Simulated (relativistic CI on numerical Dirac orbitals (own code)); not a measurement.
## Level scheme of Cs XXXII

These numbers are calculated, not measured: Dirac-Coulomb-Breit CI, orbitals from a KLI potential per configuration, QED by a radiative potential, unscaled Slater integrals (own radial code, finite nucleus).

Configuration list (outside the closed core [Ne]): 3s²3p⁶3d⁶, 3s²3p⁵3d⁷, 3s²3p⁴3d⁸, 3s3p⁶3d⁷, 3p⁶3d⁸, 3s3p⁵3d⁸, 3s²3p⁶3d⁵4s, 3s²3p⁶3d⁵4p, 3s²3p⁶3d⁵4d, 3s²3p⁴3d⁷4s, 3s²3p⁴3d⁷4p, 3s²3p⁵3d⁶4s, 3s²3p⁶3d⁵4f, 3s²3p⁴3d⁷4d, 3s3p⁵3d⁷4s, 3s²3p⁵3d⁶4p, 3s²3p⁶3d⁴4s², 3s²3p⁵3d⁶4d, 3s3p⁶3d⁶4s, 3p⁶3d⁷4s, 3s²3p⁶3d⁵5s, 3s²3p⁶3d⁵5p, 3p⁶3d⁷4d, 3s²3p⁶3d⁵6s. Levels of other configurations are missing.

The lowest level is 3s²3p⁶3d⁶ ⁵D4, with 59 % of that term; Hund's rules for 3s²3p⁶3d⁶ give ⁵D with J = 4, in agreement.

```csv
No.,Configuration,Term,J,E (cm⁻¹),%,Next component (%),Lifetime (s)
1,3s²3p⁶3d⁶,⁵D,4,0,59,29 ³F,
2,3s²3p⁶3d⁶,³P,2,38482,44,31 ⁵D,1.82e+02
3,3s²3p⁶3d⁶,⁵D,3,91545,82,12 ³F,4.38e-05
4,3s²3p⁶3d⁶,⁵D,0,92729,45,34 ³P,1.15e+01
5,3s²3p⁶3d⁶,⁵D,1,113826,67,25 ³P,5.29e-05
6,3s²3p⁶3d⁶,⁵D,4,126804,28,23 ³H,3.02e-05
7,3s²3p⁶3d⁶,³G,5,165903,56,44 ³H,1.57e-04
8,3s²3p⁶3d⁶,³H,6,166870,77,23 ¹I,1.86e+01
9,3s²3p⁶3d⁶,³F,2,191948,49,29 ¹D,3.41e-05
10,3s²3p⁶3d⁶,³F,3,196316,39,31 ³G,3.45e-05
11,3s²3p⁶3d⁶,⁵D,2,217822,48,29 ³P,1.36e-05
12,3s²3p⁶3d⁶,³G,4,252406,41,25 ³H,6.78e-05
13,3s²3p⁶3d⁶,¹S,0,253695,46,45 ⁵D,9.12e-06
14,3s²3p⁶3d⁶,³D,1,258205,62,29 ³P,3.37e-05
15,3s²3p⁶3d⁶,³D,2,260437,52,28 ³P,4.47e-05
16,3s²3p⁶3d⁶,³F,4,272643,41,28 ³H,1.48e-05
17,3s²3p⁶3d⁶,³P,0,275238,89,11 ¹S,6.57e-04
18,3s²3p⁶3d⁶,³F,3,287557,40,39 ³D,2.76e-05
19,3s²3p⁶3d⁶,³H,5,291778,56,44 ³G,2.79e-05
20,3s²3p⁶3d⁶,¹F,3,302097,49,27 ³F,2.06e-05
21,3s²3p⁶3d⁶,¹I,6,317191,77,23 ³H,3.71e-05
22,3s²3p⁶3d⁶,³G,3,320651,54,35 ³F,2.27e-05
23,3s²3p⁶3d⁶,³P,1,355165,70,29 ³D,2.00e-05
24,3s²3p⁶3d⁶,¹D,2,363757,43,29 ³P,1.76e-05
25,3s²3p⁶3d⁶,¹G,4,365752,62,26 ³F,2.42e-05
26,3s²3p⁶3d⁶,³P,1,397530,76,23 ⁵D,5.17e-06
27,3s²3p⁶3d⁶,³F,2,420288,82,9 ³D,1.26e-05
28,3s²3p⁶3d⁶,³F,4,426675,68,12 ³G,1.26e-05
29,3s²3p⁶3d⁶,¹G,4,489399,68,17 ³F,8.58e-06
30,3s²3p⁶3d⁶,³P,2,504575,58,20 ¹D,8.45e-06
31,3s²3p⁶3d⁶,³F,3,512099,47,29 ¹F,9.21e-06
32,3s²3p⁶3d⁶,³P,0,533638,55,36 ¹S,5.42e-06
33,3s²3p⁶3d⁶,¹D,2,555571,92,3 ³D,1.39e-05
34,3s²3p⁶3d⁶,¹S,0,690173,86,12 ³P,4.67e-06
35,3s²3p⁵3d⁷,⁵G°,6,1808693,85,14 ³H°,1.77e-10
36,3s²3p⁵3d⁷,³P°,0,1875879,55,39 ¹S°,9.58e-11
37,3s²3p⁵3d⁷,³D°,3,1876316,65,13 ⁵D°,2.09e-11
38,3s²3p⁵3d⁷,⁵F°,5,1884478,46,39 ³G°,6.79e-12
39,3s²3p⁵3d⁷,³F°,4,1926688,51,25 ⁵D°,8.82e-11
40,3s²3p⁵3d⁷,³P°,2,1938652,36,31 ¹D°,6.15e-11
41,3s²3p⁵3d⁷,⁵G°,5,1944327,75,15 ³G°,3.20e-11
42,3s²3p⁵3d⁷,⁵F°,4,1994132,43,34 ⁵D°,7.15e-12
43,3s²3p⁵3d⁷,³H°,6,2000640,70,16 ³I°,2.03e-11
44,3s²3p⁵3d⁷,³D°,2,2004378,48,16 ⁵F°,4.18e-12
45,3s²3p⁵3d⁷,⁵F°,3,2019388,26,23 ³F°,7.68e-12
```

Energies count from the lowest computed level; ° marks odd parity; lifetimes are radiative, by E1, M1, E2, M2 decay to levels of this space only.

The mean weight of the leading LS term, summed over parents, in these 45 levels is 58 %, and that of the leading jj configuration (from the same eigenvectors) 78 %, so jj coupling describes them better and the LS labels are nominal.

At this charge energies of transitions that change n are usually good to better than 1 %, and those within a shell (Δn = 0) to a few per cent. Terms inside the open d or f shell come out 10 to 20 % too wide with unscaled integrals.

LS names give the leading component of a level, which can be under half, so a name can repeat, a term be missing and a line seem to break the LS rules.
